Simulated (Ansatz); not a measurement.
Input file:

```yaml
crystal:
  periodic: [false, false, false]
  atoms:
    - { symbol: B, position_ang: [-0.941983, -0.823102, 1.125428] }
    - { symbol: C, position_ang: [0.211492, -0.407566, 0.157885] }
    - { symbol: C, position_ang: [1.453711, -1.266806, 0.030305] }
    - { symbol: S, position_ang: [-1.340676, -1.109459, -1.055038] }
    - { symbol: C, position_ang: [0.497697, 1.064582, -0.228255] }
    - { symbol: C, position_ang: [-0.751264, 2.008655, -0.342202] }
    - { symbol: H, position_ang: [-1.660951, 0.015063, 1.499311] }
    - { symbol: H, position_ang: [-1.044191, -1.917148, 1.652746] }
    - { symbol: H, position_ang: [1.894392, -1.123093, -0.990309] }
    - { symbol: H, position_ang: [1.171441, -2.315013, 0.269928] }
    - { symbol: H, position_ang: [2.094697, -0.899874, 0.859733] }
    - { symbol: H, position_ang: [-0.915192, -2.432542, -1.169196] }
    - { symbol: H, position_ang: [1.186952, 1.411555, 0.563719] }
    - { symbol: H, position_ang: [1.084881, 1.079477, -1.139841] }
    - { symbol: H, position_ang: [-0.374123, 3.011547, -0.58324] }
    - { symbol: H, position_ang: [-1.333841, 1.596712, -1.191551] }
    - { symbol: H, position_ang: [-1.324768, 1.964703, 0.606324] }
basis:
  gaussian: { orbitals: "6-31G" }
hamiltonian:
  xc: pbe
md:
  timestep: 0.5
  n_steps: 150
  ensemble: nvt_nose_hoover
  temperature: 1000.0
  initial_velocities: maxwell_boltzmann
  seed: 78616
  nose_hoover: { tau: 50.0, chain_length: 5 }
scf:
  lower_state_search: "off"
```

Run as:

```bash
$ ansatz run input.yaml --threads 1 --pin off --max-ram 2048MiB --backend cpu --events-out ev --progress --plain --runs-dir out
```

Hardware: 1 thread of Arm Neoverse V1, with other jobs on the host.

**Question.** Roughly how long does this run take, and how much memory?

**Answer.** 12 min, with a peak of 0.13 GiB, for 151 ionic steps.
